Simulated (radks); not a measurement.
Initial-state core-level shifts of the rhenium ion Re2+ when its valence configuration changes from [Xe] 4f14 5d5. All-electron calculation, Dirac Kohn-Sham, PBE, spin-unpolarised, spherical densities, finite nucleus; open shells fill j = l - 1/2 first; Fermi nuclear charge, rms radius 5.3698 fm. Program: a radial shooting solver on a logarithmic mesh with Libxc functionals. Shifts are changes of the shell-averaged eigenvalues in eV (positive: less bound); the change of the density at the nucleus, which sets a Mossbauer isomer shift, is in e/bohr^3, on a base of 1.547e+06.

valence	3d	4s	4p	5p	density at nucleus
4f14 5d4 6s1	-3.201	-3.170	-3.173	-2.853	+137.7
4f14 5d4.5 6s0.5	-1.569	-1.555	-1.557	-1.406	+66.5
4f13 5d5 6p1	-17.227	-16.086	-15.717	-7.529	+113.2
4f13 5d6	-12.677	-11.572	-11.202	-3.409	+96.3
4f13 5d4.5 6s0.5 6p1	-19.005	-17.839	-17.470	-9.065	+190.1
4f14 5d4 6p1	-4.364	-4.338	-4.340	-3.986	+15.9
4f13 5d4 6s1 6p1	-20.833	-19.637	-19.269	-10.625	+272.0
4f13 5d5 6s1	-16.069	-14.924	-14.556	-6.399	+240.8
4f14 5d3 6s2	-6.890	-6.813	-6.820	-6.034	+296.9
